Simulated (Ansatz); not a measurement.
Basis sets compared for SnMe2 (C₂H₆Sn). Charge 0, multiplicity 1. Geometry PBE0-D4/def2-TZVP. Ansatz on 4 threads of Arm Neoverse V2 on a shared host; times are rough, and most runs start from earlier orbitals.

```xyz
9

Sn    1.209    0.703    0.617
C     0.629    0.228   -1.441
H    -0.325    0.717   -1.668
H     0.467   -0.851   -1.536
H     1.372    0.543   -2.174
C    -0.597   -0.208    1.457
H    -0.615   -1.272    1.197
H    -1.484    0.248    1.006
H    -0.656   -0.109    2.541
```

In the def2 sets Sn takes a core potential; there is no spin–orbit coupling.

Binding counts from free atoms (Sn triplet, C triplet, H doublet) in the same basis, without a counterpoise term.

| level | functions | energy (Eh) | HOMO (eV) | LUMO (eV) | binding per atom (eV) | wall time |
| --- | --- | --- | --- | --- | --- | --- |
| PBE-D4/def2-SVP | 84 | -293.9153 | -4.88 | -2.99 | 3.56 | 0.5 s |
| PBE-D4/def2-TZVP | 148 | -294.0170 | -4.98 | -3.05 | 3.56 | 0.95 s |
| r2SCAN-D4/def2-TZVP (with forces) | 148 | -294.1591 | -5.18 | -2.92 | 3.52 | 2.3 s |
| PBE0-D4/def2-SVP | 84 | -293.9424 | -5.85 | -2.25 | 3.52 | 0.65 s |
| PBE0-D4/def2-TZVP | 148 | -294.0396 | -5.92 | -2.30 | 3.52 | 1.2 s |

Question: Estimate the rows for PBE-D4/def2-TZVPD, r2SCAN-D4/def2-TZVPD, PBE0-D4/def2-TZVPD.

Answer: 
```csv
level,functions,energy (Eh),HOMO (eV),LUMO (eV),binding per atom (eV),wall time
PBE-D4/def2-TZVPD,184,-294.0178,-5.01,-3.08,3.56,1.4 s
r2SCAN-D4/def2-TZVPD,184,-294.1598,-5.20,-2.93,3.52,2.7 s
PBE0-D4/def2-TZVPD,184,-294.0403,-5.94,-2.32,3.52,1.6 s
```
